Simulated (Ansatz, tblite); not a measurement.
Forces on the cluster Cs5⁻ at its PBE0/def2-TZVPD geometry. Charge -1, multiplicity 1.

In the def2 sets Cs takes a core potential; there is no spin–orbit coupling. The xTB rows come from tblite. The restricted singlet is unstable towards broken spin symmetry in Hartree–Fock (as tested in another run); at PBE/def2-TZVPD this wasn't settled. At PBE/def2-TZVPD the highest occupied level of the charge -1 singlet lies above zero (up to 0.01 eV). The electron is either unbound and held by the finite basis, or the level is raised by self-interaction error. Another isomer (singlet) lies 0.33 eV lower at PBE0/def2-TZVPD; other spin states weren't run for this one.

GFN2-xTB (tblite), largest force 0.11 eV/Å:

```xyz
5
positions Å, forces eV/Å
Cs    0.000    0.000    0.000    0.000    0.000    0.000
Cs    3.057    0.295    3.964   -0.068    0.082    0.000
Cs   -3.215    3.848    0.013    0.065    0.006    0.084
Cs    3.215   -3.848   -0.013   -0.065   -0.006   -0.084
Cs   -3.057   -0.295   -3.964    0.068   -0.081    0.000
```

PBE/def2-TZVPD (Ansatz), largest force 0.00 eV/Å:

```
Cs 0.000 0.000 0.000
Cs 0.001 -0.002 -0.001
Cs -0.001 -0.001 -0.002
Cs 0.001 0.001 0.002
Cs -0.001 0.002 0.001
```
